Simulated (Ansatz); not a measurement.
Geometry optimisation, Ansatz 0.2.0, UKS PBE/def2-SVP.

Input:

```yaml
crystal:
  periodic: [false, false, false]
  atoms:
    - { symbol: W, position_ang: [0.027888, -0.032653, 0.214829] }
    - { symbol: Cl, position_ang: [0.609254, 1.108176, 2.22428] }
    - { symbol: F, position_ang: [1.677881, -0.257071, -0.626881] }
    - { symbol: H, position_ang: [0.298441, 1.629207, -0.08353] }
    - { symbol: O, position_ang: [-1.781267, 0.001772, 0.6155] }
    - { symbol: H, position_ang: [-2.676558, -0.117639, 0.246662] }
    - { symbol: F, position_ang: [0.532024, -1.514108, 1.263917] }
    - { symbol: F, position_ang: [-0.575409, -0.08961, -1.569833] }
    - { symbol: Cl, position_ang: [-0.479354, -0.984374, 4.428757] }
magnetization:
  spin_polarized: true
  initial_magnetization: 1
basis:
  gaussian: { orbitals: def2-SVP }
hamiltonian:
  xc: pbe
relax:
  f_tol: 0.03
  max_steps: 50
```

Command:

```bash
$ ansatz run input.yaml --threads 4 --pin off --max-ram 5120MiB --backend cpu --events-out ev --progress --plain --runs-dir out
```

Where does it end, and by what steps?

It converged. After 6 steps the energy has fallen by 0.164 eV; Cl9 moved furthest, 0.38 Å.

| step | energy less start (eV) | largest force component (eV/Å) | accepted |
| --- | --- | --- | --- |
| 0 | 0.0000 | 0.320 | yes |
| 1 | -0.0293 | 0.247 | yes |
| 2 | -0.1256 | 0.292 | yes |
| 3 | -0.1480 | 0.228 | yes |
| 4 | -0.1532 | 0.173 | yes |
| 5 | -0.1626 | 0.075 | yes |
| 6 | -0.1641 | 0.025 | yes |

```xyz
9
Properties=species:S:1:pos:R:3
W 0.020 -0.068 0.243
Cl 0.524 0.932 2.338
F 1.662 -0.230 -0.637
H 0.341 1.602 0.055
O -1.794 -0.054 0.641
H -2.664 -0.146 0.208
F 0.564 -1.615 1.167
F -0.604 -0.017 -1.536
Cl -0.417 -0.659 4.236
```

Whether the end is a true minimum wasn't checked by a vibrational analysis.

Run time: 37 s on 4 threads of Arm Neoverse V2 (shared host), peak memory 0.31 GiB.
